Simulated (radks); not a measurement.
The numbers below are computed, except where a source is named.
Question: These are the eigenvalues of the occupied orbitals of an atom or ion with whole-number occupations (hartree). Code: a radial shooting solver on a logarithmic mesh with Libxc functionals. Model: Dirac Kohn-Sham, PBE, spin-unpolarised, spherical densities, finite nucleus; Fermi nuclear charge, rms radius of each element as measured or else 0.836 A^(1/3) + 0.57 fm.

1s1/2: -1795.254
2s1/2: -311.2398
2p1/2: -296.3022
2p3/2: -272.4901
3s1/2: -83.74435
3p1/2: -77.31113
3p3/2: -72.42233
3d3/2: -61.31766
3d5/2: -60.25273
4s1/2: -30.82299
4p1/2: -28.25741
4p3/2: -27.00980
4d3/2: -22.73950
4d5/2: -22.49009

Which element is it, and in what charge state? The configuration may be excited. Open shells, if any, fill j = l - 1/2 first.

Answer: Z = 63, europium, charge +20: Eu20+ in [Kr] 4d7. The list shows which subshells hold electrons but not how many an open one holds; the 1s level, -1795.3 hartree, gives Z - s = 59.9 by -(Z - s)^2/2, which with screening and relativity narrows Z to a few neighbours, and the depths of the outer levels then fix element, charge and occupations together.
